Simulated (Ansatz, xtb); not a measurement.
# Two isomers of C6H7NS

We compare X, `Cc1cncc(S)c1`, a singlet, with Y, `Cc1ncccc1S`, a singlet. Both are isolated molecules in the gas phase, relaxed with PBE0-D3(BJ)/def2-SVP; the shapes shown needn't be the lowest conformers.

X (Å):

```xyz
15

C     0.8289    0.8292    1.0618
C     0.1214   -0.2784    0.3416
C     0.7797   -1.0811   -0.5960
C    -1.0833   -2.3280   -1.0272
C    -1.8538   -1.5940   -0.1104
C    -1.2277   -0.5549    0.5786
N     0.1946   -2.0740   -1.2588
S    -3.5461   -2.0417    0.0990
H     0.8133    0.6707    2.1516
H     0.3505    1.8019    0.8668
H     1.8793    0.9010    0.7468
H     1.8392   -0.9016   -0.8153
H    -1.5380   -3.1530   -1.5889
H    -3.8389   -1.1034    1.0226
H    -1.7866    0.0450    1.3034
```

Y (Å):

```xyz
15

C    -0.0172    1.2652    0.7361
C    -0.2442   -0.1007    0.1680
C     0.1875   -1.5781   -1.5443
C    -0.5660   -2.5907   -0.9570
C    -1.1981   -2.3183    0.2508
C    -1.0412   -1.0593    0.8333
N     0.3372   -0.3753   -0.9994
S    -1.7909   -0.7747    2.4117
H     0.7420    1.7791    0.1346
H    -0.9394    1.8718    0.7148
H     0.3116    1.2092    1.7860
H     0.6983   -1.7473   -2.4991
H    -0.6658   -3.5659   -1.4378
H    -1.8190   -3.0710    0.7431
H    -2.0928    0.5273    2.2277
```

Quicker runs give these differences E(Y) − E(X): GFN2-xTB −1.47 kJ/mol; HF/STO-3G +5.87 kJ/mol (at GFN2-xTB geometries); r2SCAN-D4/def2-SVP −9.03 kJ/mol (at GFN2-xTB geometries).

Task: Estimate which is lower in electronic energy at CCSD(T)/def2-SVP + ΔMP2/def2-TZVPP, and by roughly how much.

Result: CCSD(T)/def2-SVP + ΔMP2/def2-TZVPP gives E(Y) − E(X) = −8.31 kJ/mol, slightly favouring structure Y, which is too small a margin to settle the true order.

Level by level:

```
                             level              geometry  E(Y) − E(X) (kJ/mol)  departure from the last row (kJ/mol)  job, with rough time for the two
                          GFN2-xTB              GFN2-xTB                   −1.47                                 +6.84              optimisation, 0.71 s
                         HF/STO-3G              GFN2-xTB                   +5.87                                +14.18               single point, 0.9 s
                r2SCAN-D4/def2-SVP              GFN2-xTB                   −9.03                                 −0.72                single point, 11 s
              PBE0-D3(BJ)/def2-SVP  PBE0-D3(BJ)/def2-SVP                   −9.00                                 −0.69             optimisation, 4.8 min
                       HF/def2-SVP  PBE0-D3(BJ)/def2-SVP                   −7.20                                 +1.11           part of the CCSD(T) run
                      MP2/def2-SVP  PBE0-D3(BJ)/def2-SVP                   −8.50                                 −0.20           part of the CCSD(T) run
                  CCSD(T)/def2-SVP  PBE0-D3(BJ)/def2-SVP                   −8.86                                 −0.55                      single point
CCSD(T)/def2-SVP + ΔMP2/def2-TZVPP  PBE0-D3(BJ)/def2-SVP                   −8.31                                                   single point, 4.3 min
```

As drawn, both hold the same kinds of bond in the same numbers.

HF/STO-3G puts the two in the other order. GFN2-xTB finds them nearly level. The largest departure from CCSD(T)/def2-SVP + ΔMP2/def2-TZVPP is that of HF/STO-3G, 14.18 kJ/mol. A small imaginary or near-zero mode remains, so no thermal terms are given. The last row adds to CCSD(T) the change of the MP2 difference between the two basis sets, here +0.55 kJ/mol.

The correlated steps freeze 12 core orbitals. Run with Ansatz 0.2.0, xtb 6.7.1; the last row on 2 threads of Arm Neoverse V1 on a shared host.
